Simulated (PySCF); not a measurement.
## Spin-rotation constants: SMILES C=C(Br)C(=C)CC, C6H9Br

Geometry (Å), atoms numbered from 1 in this order:
```xyz
16

C    -1.7397   -1.2214    0.2170
C    -1.4660    0.0752    0.1196
Br   -2.8654    1.2842    0.6583
C    -0.2227    0.6782   -0.3510
C    -0.0657    1.9913   -0.5037
C     0.9227   -0.2610   -0.6383
C     1.5966   -0.7244    0.6538
H    -2.6917   -1.5707    0.5770
H    -1.0297   -1.9793   -0.0619
H    -0.8430    2.7051   -0.2938
H     0.8662    2.3999   -0.8552
H     0.5729   -1.1238   -1.2074
H     1.6564    0.2644   -1.2517
H     1.9853    0.1318    1.2007
H     0.8928   -1.2468    1.2972
H     2.4233   -1.3939    0.4280
```

Method used: GIAO HF/pcSseg-1 magnetisability, rotational g tensor and spin-rotation constants, non-relativistic, gas phase in PySCF. Geometry: GFN2-xTB.

The calculation is non-relativistic, which matters for the atoms heavier than Zn.

Give the nuclear spin-rotation constants along the inertial axes (H = +C I·J) beside the isotropic shieldings.

Rotational constants 3.6007, 0.9644, 0.8221 GHz. A star marks the isotopologue with that one atom substituted, in its own axes.
| atom | isotope | Caa (kHz) | Cbb (kHz) | Ccc (kHz) | mean (kHz) | σ (ppm) |
| --- | --- | --- | --- | --- | --- | --- |
| Br3 | 79Br | 1.318 | 1.741 | 1.446 | 1.502 | 2265.5 |
| H8 | 1H | 0.018 | -0.020 | -0.092 | -0.031 | 26.2 |
| H9 | 1H | 0.194 | -0.073 | -0.091 | 0.010 | 26.3 |
| H10 | 1H | 0.241 | -0.072 | -0.092 | 0.025 | 26.1 |
| H11 | 1H | -0.021 | -0.006 | -0.097 | -0.041 | 26.6 |
| H12 | 1H | -0.364 | -0.040 | -0.036 | -0.146 | 29.9 |
| H13 | 1H | -0.196 | -0.026 | -0.085 | -0.102 | 29.8 |
| H14 | 1H | -0.409 | -0.046 | -0.036 | -0.164 | 31.1 |
| H15 | 1H | -0.273 | -0.027 | -0.077 | -0.126 | 30.7 |
| H16 | 1H | 0.047 | -0.101 | -0.092 | -0.049 | 31.0 |
| C1 | 13C* | 1.592 | 0.284 | 0.121 | 0.666 | 66.2 |
| C2 | 13C* | 1.866 | 0.266 | 0.164 | 0.765 | 43.5 |
| C4 | 13C* | 1.867 | 0.341 | 0.106 | 0.771 | 42.7 |
| C5 | 13C* | 1.600 | 0.295 | 0.116 | 0.670 | 64.6 |
| C6 | 13C* | 0.492 | 0.143 | 0.125 | 0.254 | 165.2 |
| C7 | 13C* | 0.491 | 0.131 | 0.098 | 0.240 | 175.1 |

For the geometry as given, no vibrational averaging.

How do the rotational constants and the g tensor change when H8, H9, H10, H11, H12, H13, H14, H15, H16 are replaced by deuterium?

Constants 2.8981, 0.8583, 0.7234 GHz; g -0.0217, -0.0079, 0.0014, against -0.0272, -0.0087, 0.0017 before.
